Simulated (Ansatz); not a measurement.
Isolated molecules relaxed with PBE0-D4/def2-TZVP in Ansatz; ΔE leaves out vibrations. CBS: MP2 limit from def2 TZ/QZ plus the TZ coupled-cluster correction, frozen cores. This one scheme is used for every species. Functionals use def2-TZVPP. B3LYP here is the variant with VWN-RPA as its local correlation; programs differ in this. For Br outer-core shells are correlated without core-valence functions, which leaves a few kJ/mol of doubt a bond. Scalar relativity is left out up to krypton. Each species was taken in one conformer, which may not be the lowest.

Reaction (cleavage of the Si–Al bond): `[AlH2][SiH2]C[SiH3]` + HBr → `[SiH3]C[SiH2]Br` + `[AlH3]`

```csv
level,ΔE (kJ/mol)
r2SCAN-D4,-79.5
PBE0-D4,-71.9
B3LYP-D4,-88.0
B2PLYP,-95.8
PBE,-67.4
CCSD/def2-TZVPP,-89.8
CCSD(T)/def2-TZVPP,-84.7
HF/CBS(def2),-126.2
```

Question: What does CCSD(T)/CBS give? (Estimate.)

Answer: Ansatz gave: -89.2 kJ/mol. The listed levels differ from it by 9.7, 17.3, 1.2, -6.6, 21.8, -0.6, 4.5, -37.0 kJ/mol.

Largest T1 diagnostic among the species: 0.012.

In def2-TZVPP, CCSD(T) changes the Hartree–Fock value by +41.0 kJ/mol (the triples alone add +5.2 kJ/mol) and MP2 by +28.7 kJ/mol. The D4 term adds +6.1 kJ/mol with B3LYP and +3.3 kJ/mol with PBE0; it sums over pairs of atoms, weighted by their polarisabilities, and B3LYP, whose exchange is more repulsive, gets the larger term.
